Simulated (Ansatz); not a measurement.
Ideal-gas functions of O2Zr, SMILES `[O]=[Zr]=[O]` at 600 K and 1 bar, from an Ansatz frequency run at PBE0-D4/def2-TZVP.

Molar mass 123.22 g/mol, point group C2v (symmetry number 2), electronic degeneracy 1, moments of inertia 25.439, 64.913, 90.352 u Å². Harmonic wavenumbers (cm⁻¹, unscaled): 310, 888, 961.

Use S(trans) = R[1.5 ln M + 2.5 ln T − 1.1517]; rotational temperatures θ = 24.2544 K / I; S(rot) = R[ln(√π/σ · √(T³/θAθBθC)) + 1.5]; for each mode x = 1.438777 ν̃/T, S = R[x/(eˣ − 1) − ln(1 − e⁻ˣ)] and H = RT x/(eˣ − 1); 1 cm⁻¹ = 0.0119627 kJ/mol; R = 8.31446 J/(mol·K).

By hand: the entropy, in J/(mol·K).

Translation 183.4. Rotation: θ = 0.9534, 0.3736, 0.2684 K, giving 101.0. Vibration, mode by mode: 10.97, 3.44, 3.00, in all 17.4. Electronic 0.0. Sum 301.8 J/(mol·K).

By hand: H − E and G − E in kJ/mol, counted from the electronic energy.

Zero-point energy ½ × 2159 × 0.0119627 = 12.9; thermal vibration 6.1; translation, rotation and pV give 4 RT = 20.0. H − E = 39.0 kJ/mol, and G − E = 39.0 − 600 × 301.8/1000 = -142.1 kJ/mol.

Vibration gives 6 % of the entropy.
